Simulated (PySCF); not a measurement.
PySCF 2.14 output of an unrestricted BP86 calculation on a single atom or ion in jorge-DZP-DKH (8s6p2d1f, 43 functions), with the spin-free X2C one-electron Hamiltonian (Gaussian nucleus):

```
SCF conv_tol = 1e-09
number electrons alpha = 15  beta = 14
    A. D. Becke.,  Phys. Rev. A 38, 3098 (1988)
    J. P. Perdew.,  Phys. Rev. B 33, 8822 (1986)
cycle= 1 E= -1654.8994801219  delta_E= 0.0067  |g|= 0.424  |ddm|= 0.432
cycle= 2 E= -1654.77803079563  delta_E= 0.121  |g|= 0.945  |ddm|= 0.563
cycle= 3 E= -1654.92941977876  delta_E= -0.151  |g|= 0.00774  |ddm|= 0.39
cycle= 4 E= -1654.92942343559  delta_E= -3.66e-06  |g|= 0.0048  |ddm|= 0.00536
cycle= 5 E= -1654.9294270589  delta_E= -3.62e-06  |g|= 0.000439  |ddm|= 0.00179
cycle= 6 E= -1654.92942709085  delta_E= -3.2e-08  |g|= 2.46e-05  |ddm|= 0.000205
cycle= 7 E= -1654.92942709096  delta_E= -1.02e-10  |g|= 3.23e-06  |ddm|= 8.26e-06
converged SCF energy = -1654.92942709096  <S^2> = 0.75079476  2S+1 = 2.0007946
```

The run itself started from symmetry-adapted Hartree-Fock orbitals and held the occupation by maximum overlap, on a logarithmic radial grid, so the iterations belong to that start.

Task: Which element, charge and spin multiplicity is this?

Result: Cu (copper, neutral), multiplicity 2; the state was [Ar] 3d10 4s1, 2S determinant.
